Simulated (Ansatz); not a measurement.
Breaking the O3–H4 bond in GaH3O2 (SMILES [OH][GaH][OH]) (multiplicity 1 held, fragments rigid). Energies count from the point at 0.963 Å.
Geometry at that point (charge 0, multiplicity 1):
```tsv
atom	x (Å)	y (Å)	z (Å)
Ga	-0.2440	-0.1775	-0.1512
H	-1.3542	-1.0163	-0.8271
O	0.0204	1.5378	-0.5766
H	0.7423	1.9403	-0.0819
O	0.9023	-0.7560	1.1056
H	0.7953	-1.6758	1.3651
```

Restricted levels (R-, RO-) in cc, def2 and unpolarised 6-31G sets keep to the state of the molecule at rest. Unrestricted levels (U-) break spin symmetry where that is lower. Active spaces are followed from a long bond inwards. Levels need not reach the same state.

Correlated levels freeze the cores. Filled d and f shells under p-block atoms count as core.

The values were computed with Ansatz (a program for electronic structure). Values without a source in brackets are computed.

Energies in kcal/mol.

```
R (Å)  U-CCSD/cc-pVDZ  R-CCSD(T)/cc-pVDZ  FIC-NEVPT4(SD) on CASSCF(4,3)/cc-pVDZ  FIC-MRCISD+Q on CASSCF(4,3)/cc-pVDZ
-----  --------------  -----------------  -------------------------------------  -----------------------------------
0.771            37.8               38.2                                   38.1                                 37.6
0.867             7.5                7.7                                    7.8                                  7.6
0.963             0.0                0.0                                    0.0                                  0.0
1.060             4.3                4.1                                    4.1                                  4.2
1.156            14.6               14.1                                   14.1                                 14.3
1.300            34.2               33.2                                   33.3                                 33.6
1.445            54.5               52.6                                   52.9                                 53.1
1.686            83.9               79.6                                   80.0                                 80.0
1.927           103.3               97.4                                   97.9                                 97.5
2.216           112.8              108.1                                  109.2                                108.6
2.601           115.5              110.9                                  114.8                                114.1
3.082           116.1              108.5                                  116.7                                115.9
```

Doubts at one or more of the structures used: a spin-contaminated determinant (U-CCSD/cc-pVDZ); T1 above 0.05 (U-CCSD/cc-pVDZ); the program's own flag: other amplitudes (U-CCSD/cc-pVDZ); a restricted determinant that unrestricted orbitals would lower (R-CCSD(T)/cc-pVDZ); other coupled-cluster roots lie near (R-CCSD(T)/cc-pVDZ); active orbitals that take no part (FIC-NEVPT4(SD) on CASSCF(4,3)/cc-pVDZ, FIC-MRCISD+Q on CASSCF(4,3)/cc-pVDZ).
